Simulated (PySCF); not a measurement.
Calculated NMR parameters of CO[SiH](OC)N(C)C=O

```
Formula                               : C4H11NO3Si
SMILES                                : CO[SiH](OC)N(C)C=O
InChI                                 : InChI=1S/C4H11NO3Si/c1-5(4-6)9(7-2)8-3/h4,9H,1-3H3
Point group of the computed structure : C1
Degrees of unsaturation               : 1
Carbon signals                        : 3
Proton signals                        : 4
```

Molfile (atoms numbered from 1):
```
C4H11NO3Si
     RDKit          3D

 20 19  0  0  0  0  0  0  0  0999 V2000
   -2.2086   -1.6206    0.1162 C   0  0  0  0  0  0  0  0  0  0  0  0
   -1.5095   -0.4363   -0.1794 O   0  0  0  0  0  0  0  0  0  0  0  0
   -0.2155    0.2613    0.4753 Si  0  0  0  0  0  4  0  0  0  0  0  0
   -0.0333    1.6635   -0.3100 O   0  0  0  0  0  0  0  0  0  0  0  0
   -1.0246    2.6378   -0.4594 C   0  0  0  0  0  0  0  0  0  0  0  0
    1.3235   -0.5094    0.0910 N   0  0  0  0  0  0  0  0  0  0  0  0
    2.4342    0.1018   -0.6014 C   0  0  0  0  0  0  0  0  0  0  0  0
    1.4448   -1.7348    0.5990 C   0  0  0  0  0  0  0  0  0  0  0  0
    0.5609   -2.2741    1.2319 O   0  0  0  0  0  0  0  0  0  0  0  0
   -2.5138   -2.0754   -0.8272 H   0  0  0  0  0  0  0  0  0  0  0  0
   -3.0953   -1.3740    0.7033 H   0  0  0  0  0  0  0  0  0  0  0  0
   -1.5792   -2.3102    0.6753 H   0  0  0  0  0  0  0  0  0  0  0  0
   -0.3022    0.4306    1.9211 H   0  0  0  0  0  0  0  0  0  0  0  0
   -1.9666    2.1852   -0.7684 H   0  0  0  0  0  0  0  0  0  0  0  0
   -1.1796    3.1640    0.4844 H   0  0  0  0  0  0  0  0  0  0  0  0
   -0.6907    3.3461   -1.2177 H   0  0  0  0  0  0  0  0  0  0  0  0
    2.7618   -0.5285   -1.4299 H   0  0  0  0  0  0  0  0  0  0  0  0
    2.1051    1.0610   -0.9857 H   0  0  0  0  0  0  0  0  0  0  0  0
    3.2738    0.2569    0.0798 H   0  0  0  0  0  0  0  0  0  0  0  0
    2.4095   -2.2341    0.3987 H   0  0  0  0  0  0  0  0  0  0  0  0
  1  2  1  0
  2  3  1  0
  3  4  1  0
  4  5  1  0
  3  6  1  0
  6  7  1  0
  6  8  1  0
  8  9  2  0
  1 10  1  0
  1 11  1  0
  1 12  1  0
  3 13  1  0
  5 14  1  0
  5 15  1  0
  5 16  1  0
  7 17  1  0
  7 18  1  0
  7 19  1  0
  8 20  1  0
M  END
```

Theoretical values (PySCF 2.14): GIAO PBE0/pcSseg-1 shieldings, coordinates at the GFN2-xTB level. A single conformation, gas phase, no relativistic terms, one averaged value for each set of equivalent atoms.

Scale: TMS for ¹H (σref 31.72), ¹³C (σref 186.93), ²⁹Si (σref 349.16); ¹⁵N (σref 267.73) vs NH3; H2O for ¹⁷O (σref 336.08) (reference shieldings calculated alike).

| carbon | δC, type | δH (multiplicity) | HMBC from (2–3 bonds) | span of the C tensor (ppm) |
| --- | --- | --- | --- | --- |
| C1/C5 | 53.4, CH3 | 4.06 (s) | H13 | 80 |
| C7 | 29.0, CH3 | 3.00 (s) | H20, H13 | 49 |
| C8 | 176.1, CH | 8.41 (s) | H13, H17/H18/H19 | 151 |

Other nuclei:
```csv
atoms,nucleus,environment,δ (ppm),σ (ppm)
H13,¹H,"hydrogen on a silicon bonded to N, 2 O",5.02,26.69
Si3,²⁹Si,"silicon bonded to N, 2 O, H",-55.7,404.9
N6,¹⁵N,amide-type nitrogen,141.6,126.1
O9,¹⁷O,amide-type carbonyl oxygen,421.5,-85.4
O2/O4,¹⁷O,"oxygen bonded to C, Si",26.3,309.7
```

Carbon types of the structure: 1 × CH, 3 × CH3, leaving 1 H on heteroatoms. δC 176.1: amide carbonyl carbon; lone-pair donation from the attached heteroatom keeps it upfield of a ketone carbonyl. δC 53.4: methyl carbon bonded to O; deshielded by the electronegative neighbour. δC 29.0: methyl carbon bonded to N; the inductive effect lowers its shielding. δH 4.06: hydrogen on a methyl carbon bonded to O; its carbon carries O, hence the downfield position. δH 3.00: hydrogen on a methyl carbon bonded to N; its carbon carries N, an electronegative neighbour.

Shifts are as computed. Against solution values, carbons near 30 ppm lie about +3 ppm off and those near 130 ppm about +5 ppm. Of 1309 compounds with measured shifts, 239 miss one by over three times the rms of a fit or turn the order of signals round; such compounds aren't used in these exercises. Unscaled 17O shifts of doubly bonded oxygen tend to come out too high, by tens of ppm or more. Experimental scales use liquid or dissolved standards, which lie at an offset from isolated NH3 (liquid NH3: subtract about 20 ppm) and H2O (liquid H2O: subtract about 36 ppm). Multiplicities follow the n + 1 count of equivalent neighbours, as no J values were calculated; m marks all less simple cases, F and P coupling included.
